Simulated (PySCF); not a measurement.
**C₆ coefficients of unlike pairs at UHF**

Calculated with PySCF 2.14 from the dipole response of each species, C₆(A,B) = (3/π) ∫ α_A(iu) α_B(iu) du, in atomic units, from isotropic polarisabilities. For ions this is the dispersion term alone; charge-induced terms of lower order in 1/R come first.

```json
{"species": "Kr³⁺", "configuration": "[Ar] 3d10 4s2 4p3 (4S)", "basis": "aug-cc-pV5Z-PP with ECP10MDF (8s7p6d4f3g2h)", "relativity": "core potential", "α (bohr³)": "5.582", "C₆ (like pair)": "21.81"}
{"species": "Cr³⁺", "configuration": "[Ar] 3d3 (4F)", "basis": "x2c-QZVPPall with one added diffuse shell each of s, p, d, f, g type (12s8p6d4f3g)", "relativity": "spin-free X2C", "α (bohr³)": "1.955", "C₆ (like pair)": "4.897"}
{"species": "He", "configuration": "1s2 (1S)", "basis": "x2c-QZVPPall with one added diffuse shell each of s, p, d type (5s4p3d1f)", "relativity": "spin-free X2C", "α (bohr³)": "1.317", "C₆ (like pair)": "1.374"}
{"species": "V³⁺", "configuration": "[Ar] 3d2 (3F)", "basis": "dyall-av2z (16s12p7d2f)", "relativity": "none", "α (bohr³)": "2.011", "C₆ (like pair)": "5.120"}
```

(1) Estimate C₆ for V³⁺ with Kr³⁺.

No spin-orbit coupling is included.

The other pairs:

```json
{"pair": "V³⁺, Cr³⁺", "C₆": "5.006"}
{"pair": "He, Cr³⁺", "C₆": "2.506"}
{"pair": "V³⁺, He", "C₆": "2.569"}
{"pair": "Cr³⁺, Kr³⁺", "C₆": "9.859"}
{"pair": "He, Kr³⁺", "C₆": "5.465"}
```

Answers

(1) The integral gives 10.11. The combination rule 2 C_A C_B / (C_A α_B/α_A + C_B α_A/α_B) gives 10.12 and the geometric mean 10.57.
